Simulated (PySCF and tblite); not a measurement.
Computed ¹H and ¹³C shifts (ppm) of 4 molecules with 8 carbons each, averaged over conformers at 298.15 K: GIAO PBE0/pcSseg-1 (IEF-PCM, chloroform) on PBE0-D3(BJ)/def2-SVP geometries, unscaled, against TMS (¹H), TMS (¹³C) at the same level; H on other atoms than carbon is left out (PySCF, tblite).

P. ¹H: 8.52 (2H), 8.06 (1H), 7.91 (2H) ¹³C: 187.5 (1C), 144.6 (1C), 138.5 (2C), 135.8 (2C), 133.9 (1C), 122.7 (1C)
Q. ¹H: 7.96 (2H), 7.63 (2H), 7.43 (1H), 2.34 (3H) ¹³C: 174.9 (1C), 158.3 (1C), 135.9 (2C), 131.2 (1C), 125.2 (2C), 24.6 (1C)
R. ¹H: 8.52 (2H), 8.13 (1H), 7.95 (2H) ¹³C: 173.5 (1C), 145.9 (1C), 138.8 (1C), 138.3 (2C), 136.2 (2C), 119.6 (1C)
S. ¹H: 8.18 (1H), 8.08 (2H), 7.69 (2H), 7.67 (1H), 3.75 (3H) ¹³C: 168.2 (1C), 141.5 (1C), 137.9 (1C), 135.2 (2C), 135.0 (2C), 51.6 (1C)

The molecules:
1. C₈H₅F₃O, SMILES O=C(c1ccccc1)C(F)(F)F
2. C₈H₅NO, SMILES N#CC(=O)c1ccccc1
3. C8H8O2, SMILES CC(=O)Oc1ccccc1
4. C8H9N, SMILES C/N=C/c1ccccc1

**Question.** Which spectrum belongs to which molecule?

**Answer.** P is 1; Q is 3; R is 2; S is 4.

Assigned:
1. [O:1]=[C:2]([c:3]1[cH:4][cH:5][cH:6][cH:7][cH:8]1)[C:9]([F:10])([F:11])[F:12]: ¹³C: 187.5 (C2), 144.6 (C6), 138.5 (C4/C8), 135.8 (C5/C7), 133.9 (C3), 122.7 (C9) ppm.
2. [N:1]#[C:2][C:3](=[O:4])[c:5]1[cH:6][cH:7][cH:8][cH:9][cH:10]1: ¹³C: 173.5 (C3), 145.9 (C8), 138.8 (C5), 138.3 (C6/C10), 136.2 (C7/C9), 119.6 (C2) ppm.
3. [CH3:1][C:2](=[O:3])[O:4][c:5]1[cH:6][cH:7][cH:8][cH:9][cH:10]1: ¹³C: 174.9 (C2), 158.3 (C5), 135.9 (C7/C9), 131.2 (C8), 125.2 (C6/C10), 24.6 (C1) ppm.
4. [CH3:1]/[N:2]=[CH:3]/[c:4]1[cH:5][cH:6][cH:7][cH:8][cH:9]1: ¹³C: 168.2 (C3), 141.5 (C4), 137.9 (C7), 135.2 (C5/C9), 135.0 (C6/C8), 51.6 (C1) ppm.

Unscaled shifts at such levels can be off by 15 ppm or more for ¹³C and 0.8 ppm for ¹H.

For scale, the study of O=C(c1ccccc1)C(F)(F)F took 3.5 min on 1 thread of Arm Neoverse V1, shared host (rough), launched as `OMP_NUM_THREADS=1 python ens_run.py task.json out`.
